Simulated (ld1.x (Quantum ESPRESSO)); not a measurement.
# PBE RRKJ dataset for chlorine, non-relativistic all-electron reference.

chlorine, norm-conserving RRKJ (Kleinman–Bylander form), made with ld1.x (Quantum ESPRESSO) 7.5 (PBE, non-relativistic). Core [Ne], reference 3s2 3p3 (charge +2). Waves: 3p (bound): rc 1.00 bohr; 3s (bound): rc 1.20 bohr. Local part: the s channel. Core correction: none.

All-electron outer shells of the reference configuration (PBE, non-relativistic, ld1.x):

```csv
shell,level (eV),outermost node (bohr),outermost maximum (bohr)
3s,-44.72,0.56,1.26
3p,-31.69,0.53,1.36
```

Calculated quality:

* Cutoffs needed: 120 Ry and 140 Ry (the cutoffs (Ry, on a coarse ladder) from which the occupation-weighted sum of valence levels, in a spherical-Bessel basis at the reference potential, stays within 10 and 1 mRy of its value at 400 Ry)
* Ghost test: no extra level below or beside the all-electron valence levels (p, s, d, f tested) (spherical-Bessel basis up to 400 Ry, 20 bohr box)
* Largest excitation error: +75 meV (all-electron minus pseudo) for 3s2 3p1, out of 7 test configurations

Generation and tests took about 1.1 s on one core of a shared server CPU.
